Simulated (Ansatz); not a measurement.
C3H6BClO (`C=C(Cl)BOC`). Total charge 0; spin multiplicity 1. Geometry: relaxed with PBE0-D4/def2-TZVP. It is one conformer, not always the lowest.

```xyz
12

C     2.335    0.277    1.032
C     1.514    0.103   -0.002
Cl    2.166   -0.036   -1.606
B    -0.026    0.020    0.188
O    -0.822   -0.156   -0.872
C    -2.227   -0.238   -0.760
H     1.912    0.362    2.027
H     3.412    0.338    0.928
H    -0.481    0.116    1.298
H    -2.551   -0.139    0.279
H    -2.555   -1.202   -1.153
H    -2.675    0.556   -1.360
```

Task: What is the dipole moment at ωB97M-V/def2-TZVPP? (Best estimate.)

Result: Ansatz gave: 2.35 D, with components (-1.77, 0.06, 1.54) D in this frame, pointing from negative to positive charge.

Task: And with PBE, r2SCAN, B3LYP? (An estimate is asked.)

Result: Ansatz gave: PBE 2.19 D, r2SCAN 2.30 D, B3LYP 2.32 D.

Task: Give the Mulliken charges with ωB97M-V, B3LYP, r2SCAN in def2-TZVPP. (Estimate.)

Result: The calculation gave: 
```json
{"atom": "C1", "ωB97M-V": "-0.19", "B3LYP": "-0.20", "r2SCAN": "-0.14"}
{"atom": "C2", "ωB97M-V": "0.01", "B3LYP": "0.05", "r2SCAN": "0.02"}
{"atom": "Cl3", "ωB97M-V": "-0.09", "B3LYP": "-0.12", "r2SCAN": "-0.12"}
{"atom": "B4", "ωB97M-V": "0.06", "B3LYP": "0.11", "r2SCAN": "0.17"}
{"atom": "O5", "ωB97M-V": "-0.25", "B3LYP": "-0.25", "r2SCAN": "-0.25"}
{"atom": "C6", "ωB97M-V": "-0.14", "B3LYP": "-0.10", "r2SCAN": "0.02"}
{"atom": "H7", "ωB97M-V": "0.11", "B3LYP": "0.11", "r2SCAN": "0.09"}
{"atom": "H8", "ωB97M-V": "0.12", "B3LYP": "0.12", "r2SCAN": "0.09"}
{"atom": "H9", "ωB97M-V": "0.02", "B3LYP": "-0.03", "r2SCAN": "-0.05"}
{"atom": "H10", "ωB97M-V": "0.09", "B3LYP": "0.08", "r2SCAN": "0.05"}
{"atom": "H11", "ωB97M-V": "0.13", "B3LYP": "0.11", "r2SCAN": "0.07"}
{"atom": "H12", "ωB97M-V": "0.13", "B3LYP": "0.11", "r2SCAN": "0.07"}
```

B3LYP here is the variant with VWN-RPA as its local correlation; programs differ in this.
